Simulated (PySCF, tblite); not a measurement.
A database entry of computed molecular properties. Lists by class give the value and the number of equivalent atoms.

```json
{
 "formula": "C5H7N2O",
 "smiles": "CNC(=O)[C](C)C#N",
 "charge": 0,
 "multiplicity": 2,
 "geometry_level": "GFN2-xTB",
 "atoms_angstrom": [
  ["C", 2.583, -0.029, 0.166],
  ["N", 1.225, 0.221, -0.238],
  ["C", 0.161, -0.265, 0.457],
  ["O", 0.274, -0.949, 1.46],
  ["C", -1.153, 0.1, -0.097],
  ["C", -2.367, -0.404, 0.58],
  ["C", -1.244, 0.893, -1.218],
  ["N", -1.296, 1.566, -2.16],
  ["H", 2.551, -0.651, 1.059],
  ["H", 3.095, 0.908, 0.395],
  ["H", 3.131, -0.55, -0.621],
  ["H", 1.068, 0.785, -1.06],
  ["H", -2.074, -0.889, 1.51],
  ["H", -2.885, -1.131, -0.052],
  ["H", -3.073, 0.405, 0.775]
 ],
 "electronic_structure_code": "PySCF",
 "results": {
  "GFN2-xTB geometry": {
   "rotational_constants_GHz": [2.977, 1.671, 1.085]
  },
  "GFN2-xTB harmonic vibrations, gas phase": {
   "strongest_ir_bands_cm-1_km_per_mol_modes": [
    [494.4, 94.4, 1],
    [1042.7, 78.7, 1],
    [1371.8, 34.6, 1],
    [1386.1, 44.9, 1],
    [1671.6, 391.0, 1],
    [2237.6, 134.2, 1]
   ],
   "zpe_kcal_per_mol": 70.5
  },
  "UKS B3LYP, pcH-1 on C H N O, non-relativistic, mean-field spin-orbit, GIAO": {
   "g_iso": 2.00322,
   "g_tensor": [2.00217, 2.00353, 2.00395],
   "s2": 0.762,
   "a_iso_by_class_MHz": [
    ["13C", 66.9, 1],
    ["1H", 65.1, 3],
    ["13C", -52.7, 1],
    ["13C", -31.2, 1],
    ["13C", -26.1, 1]
   ],
   "spin_populations_mulliken_by_atom": [-0.01, 0.07, -0.07, 0.07, 0.76, -0.05, -0.18, 0.33, 0.0, 0.01, 0.01, 0.0, 0.0, 0.04, 0.03]
  }
 }
}
```

With B = h/(8π²I), that is 505.379 GHz u Å² over I, the principal moments of inertia are 169.8, 302.4 and 465.8 u Å² (most abundant isotopes). g_iso is shifted by about +900 ppm from the free-electron value 2.002319; the principal values span 0.0018. The rotational constants make it an asymmetric top with κ = (2B − A − C)/(A − C) = -0.38, nearer the prolate limit (−1). ⟨S²⟩ is 0.012 above the pure-spin value S(S + 1) = 0.75. At 9.50 GHz, hν = g·μB·B₀ (B₀ the magnetic field) puts the centre of the isotropic spectrum, to first order, at 338.8 mT.

 In GFN2-xTB open shells enter through the occupations alone, without spin polarisation, so single modes can be far off. Hyperfine couplings depend on the geometry, which wasn't re-optimised at a DFT level. Couplings of like nuclei are plain means over topologically equivalent atoms, as if these changed places fast (by rotation of a methyl-like group, say); in this geometry the members of some sets differ.

For the EPR job (B3LYP), hardware: Arm Neoverse V2, one thread (shared host). Cost: 58 s of wall time (with the writing of density and orbital grids), 0.97 GiB resident at most.

Conformer computed: `[CH3:1][NH:2][C:3](=[O:4])[C:5]([CH3:6])[C:7]#[N:8]`: C1–N2–C3–O4 -1°, N2–C3–C5–C6 179°.

One conformer stands for the species.
